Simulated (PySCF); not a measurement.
C2H7AlClN, singlet, at a GFN2-xTB geometry (such geometries of metal compounds can be far from the true shape), atoms displaced at random by about 0.08 Å a coordinate; R2SCAN/6-31G, gradient in PySCF.

PySCF was given this input:
```python
from pyscf import gto, scf, dft

mol = gto.Mole()
mol.atom = '''
    Al    0.12780450   -0.75193135    0.50340920
    H    -0.40796232   -1.13517889    1.92045679
    Cl    1.76839648   -1.43605956   -0.51504194
    N    -0.84332389    0.61554937   -0.07519977
    C    -0.68132873    1.55595485   -1.20026845
    C    -2.00228219    1.23546501    0.89475062
    H    -1.71342871    1.57665931   -1.79687477
    H    -0.49029726    2.73194234   -1.05255487
    H     0.11745978    1.15607902   -1.71864923
    H    -1.73470067    2.29384228    1.20367152
    H    -2.75453852    1.17033921    0.33536261
    H    -1.97796440    0.66823769    1.76592541
'''
mol.basis = '6-31g'
mol.verbose = 3
mol.build()

mf = dft.RKS(mol)
mf.xc = 'r2scan'
mf.kernel()
g = mf.nuc_grad_method()
grad = g.kernel()
```

Output, abridged:

```
converged SCF energy = -837.577253324361
--------------- RKS gradients ---------------
         x                y                z
0 Al     0.0385747423    -0.0212848356    -0.0263159182
1 H    -0.0017983597     0.0100458432    -0.0063880361
2 Cl    -0.0385405220     0.0177031915     0.0251987022
3 N     0.0308946719    -0.0655775794    -0.0317126457
4 C     0.0661479295    -0.0329527426    -0.0029880187
5 C    -0.1760688059    -0.0219063177    -0.0408361233
6 H    -0.0414164901     0.0042643435    -0.0118060062
7 H     0.0024808036     0.0478069750    -0.0131241265
8 H    -0.0318412093     0.0097537595     0.0414536107
9 H     0.0033656559     0.0196831759     0.0144706109
10 H     0.1373798933     0.0072348529     0.0836259191
11 H     0.0102502743     0.0253431601    -0.0309452643
----------------------------------------------
```
